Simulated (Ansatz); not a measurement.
`[Cl][Ga-]([Cl])([Cl])[SeH2+]` → 3 Cl• + Ga• + 2 H• + Se•  (atomization)

Gas-phase electronic energies from Ansatz, PBE0-D4/def2-TZVP geometries. CBS: MP2 limit from def2 TZ/QZ plus the TZ coupled-cluster correction, frozen cores. This one scheme is used for every species, atoms too. For atomizations the MP2-based limit and the directly extrapolated one differ by several kJ/mol either way, and by 10 to 25 for some Ge, Se and Sn compounds, so smaller differences from it don't rank the levels. Functionals use def2-TZVPP. No spin–orbit coupling; open shells (•) take unrestricted orbitals. Spin–orbit coupling would lower the free atoms: a little for Cl; clearly for Ga, Se. For Ga, Se outer-core shells are correlated without core-valence functions, so the limit isn't a true one: a few kJ/mol of doubt a bond, and 10 to 20 or more in all where bonds break to atoms. Scalar relativity is left out up to krypton. One conformer a species, not always the lowest.

| level | ΔE (eV) |
| --- | --- |
| ωB97M-V | 19.14 |
| r2SCAN | 19.41 |

Q: What does CCSD(T)/CBS give? (An estimate is asked.)

A: Ansatz gave: +19.36 eV. The listed levels differ from it by -0.22, 0.05 eV.

Largest T1 diagnostic among the species: 0.013.

The D4 term adds +0.51 eV with B3LYP and +0.27 eV with PBE0; it sums over pairs of atoms, weighted by their polarisabilities, and B3LYP, whose exchange is more repulsive, gets the larger term. Leaving LDA and LC-ωPBE aside and taking each functional with its dispersion term where it has one, the values, not all of them listed here, spread over 1.04 eV, from BHLYP-D4 to r2SCAN-D4. LDA lies +3.12 eV from PBE without D4, its usual overbinding.

B3LYP here is the variant with VWN-RPA as its local correlation; programs differ in this.
